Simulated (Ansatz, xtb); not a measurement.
## C5H10N2: which of two isomers lies lower

Structure X: `NC1=CCC[C@@H]1N`, a singlet. Structure Y: `NC1=C(N)CCC1`, a singlet. Both are isolated molecules in the gas phase, relaxed with r2SCAN-D4/def2-SVP; the shapes shown needn't be the lowest conformers.

X (Å):

```xyz
17

C    -0.2888    0.6421    1.1494
C     1.0530    0.5705    1.3117
C     1.4441   -0.6916    2.0401
C     0.1839   -1.5686    1.9057
C    -0.9844   -0.5758    1.7321
N    -1.0981    1.6347    0.6544
N    -2.1186   -0.9814    0.9087
H    -1.9900    1.2749    0.3184
H    -0.6665    2.3243    0.0504
H     1.7632    1.3547    1.0352
H     1.6747   -0.4970    3.1082
H     2.3409   -1.1836    1.6229
H     0.0371   -2.2714    2.7423
H     0.2547   -2.1657    0.9781
H    -1.4011   -0.2875    2.7189
H    -2.6980   -1.6594    1.4021
H    -1.7766   -1.4523    0.0680
```

Y (Å):

```yaml
atoms:
  - { symbol: C, position_ang: [-0.7332, -0.8910, 0.9524] }
  - { symbol: C, position_ang: [0.5571, -0.5793, 1.2272] }
  - { symbol: C, position_ang: [0.6520, 0.5780, 2.1830] }
  - { symbol: C, position_ang: [-0.7832, 0.6953, 2.7331] }
  - { symbol: C, position_ang: [-1.6858, 0.0114, 1.6873] }
  - { symbol: N, position_ang: [-1.2274, -1.9211, 0.1371] }
  - { symbol: N, position_ang: [1.7243, -1.2090, 0.7680] }
  - { symbol: H, position_ang: [-2.0725, -1.6475, -0.3611] }
  - { symbol: H, position_ang: [-0.5506, -2.2686, -0.5396] }
  - { symbol: H, position_ang: [1.5851, -1.7733, -0.0677] }
  - { symbol: H, position_ang: [2.4780, -0.5470, 0.5917] }
  - { symbol: H, position_ang: [0.9752, 1.5023, 1.6574] }
  - { symbol: H, position_ang: [1.3959, 0.4041, 2.9826] }
  - { symbol: H, position_ang: [-0.8485, 0.1362, 3.6805] }
  - { symbol: H, position_ang: [-1.0805, 1.7344, 2.9469] }
  - { symbol: H, position_ang: [-2.1531, 0.7441, 0.9946] }
  - { symbol: H, position_ang: [-2.5203, -0.5457, 2.1525] }
```

Energies in hartree; the thermal terms are from GFN2-xTB frequencies at re-optimised GFN2-xTB minima (ideal gas, soft modes damped towards free rotors, one conformer each, 298.15 K, 1 atm) and include the zero-point energy:

```
                              X           Y
E, CCSD(T)/def2-SVP  −304.944028  −304.940948
    E, MP2/def2-SVP  −304.842578  −304.839792
  E, MP2/def2-TZVPP  −305.412874  −305.411423
  zero-point energy     0.147437     0.146917
       H(298 K) − E     0.155627     0.155552
       G(298 K) − E     0.116584     0.115603
```

Problem. Correct the CCSD(T) difference for the basis set by the MP2 change, then work out ΔE, ΔE₀, ΔH and ΔG for X → Y in kJ/mol (1 Eh = 2625.50 kJ/mol) and the equilibrium ratio [Y]/[X].

Solution. 1. Differences Y − X: CCSD(T) +0.003080, MP2 in the small set +0.002786, MP2 in the large set +0.001451 Eh.
2. ΔE = +0.003080 + (+0.001451 − (+0.002786)) = +0.001745 Eh = +4.58 kJ/mol.
3. ΔE₀ = ΔE + ΔZPE = +0.001745 + (−0.000520) Eh = +3.22 kJ/mol.
4. ΔH = ΔE + (−0.000075) Eh = +4.38 kJ/mol.
5. ΔG = ΔE + (−0.000981) Eh = +2.01 kJ/mol, so ΔS = (ΔH − ΔG)/T = +8.0 J/(mol K).
6. kT = 0.9442 mEh, so K = [Y]/[X] = exp(−ΔG/kT) = exp(−0.81) ≈ 0.45.

The two are too close for this level to say which is favoured. An error of 4 kJ/mol in ΔG would change K by a factor of 5. Mirror images and further conformers aren't counted.

As drawn, both hold the same kinds of bond in the same numbers.

Other levels gave ΔE = +5.6 (r2SCAN-D4/def2-SVP); +7.3 (HF/def2-SVP); +7.3 (MP2/def2-SVP); +8.1 (CCSD(T)/def2-SVP) kJ/mol. The correlated steps freeze 7 core orbitals. Programs: Ansatz 0.2.0, xtb 6.7.1.
